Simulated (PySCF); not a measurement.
H5O3PSi, SMILES O[Si](P)(O)O.

Coordinates come from a B3LYP-D3(BJ)/def2-SVP optimisation. The structure was generated by enumeration, and PubChem lists no compound with its InChIKey, so it may never have been made. The values are those of a single conformer.

All values below come from TDA-PBE/def2-SVPD run with PySCF.

Vertical excitations. Isolated molecule, no solvent.

Computed UV-visible absorptions:
| state | energy (eV) | λ (nm) | f | main pairs |
|---|---|---|---|---|
| S1 | 5.59 | 222 | 0.061 | HOMO→LUMO 99 % |
| S2 | 6.23 | 199 | 0.001 | HOMO→LUMO+1 93 % |
| S3 | 6.58 | 188 | 0.022 | HOMO−1→LUMO 94 % |
| S4 | 6.67 | 186 | 0.090 | HOMO→LUMO+2 66 %, HOMO→LUMO+4 17 % |
| S5 | 6.75 | 184 | 0.017 | HOMO−2→LUMO 97 % |
| S6 | 6.79 | 183 | 0.018 | HOMO→LUMO+3 83 % |
| S7 | 7.15 | 173 | 0.023 | HOMO→LUMO+4 47 %, HOMO−1→LUMO+1 19 %, HOMO→LUMO+5 15 %, HOMO→LUMO+2 8 % |
| S8 | 7.18 | 173 | 0.008 | HOMO−3→LUMO 84 % |
| S9 | 7.23 | 172 | 0.014 | HOMO−2→LUMO+1 42 %, HOMO−1→LUMO+1 27 %, HOMO−3→LUMO 9 %, HOMO→LUMO+4 7 % |
| S10 | 7.33 | 169 | 0.024 | HOMO−1→LUMO+2 83 % |
| T1 | 5.43 | 228 | 0 | HOMO→LUMO 99 % |
| T2 | 5.61 | 221 | 0 | HOMO→LUMO+1 85 % |
| T3 | 5.65 | 219 | 0 | HOMO→LUMO+2 89 % |
| T4 | 6.39 | 194 | 0 | HOMO−1→LUMO 92 % |
Triplets are in the Tamm–Dancoff approximation.
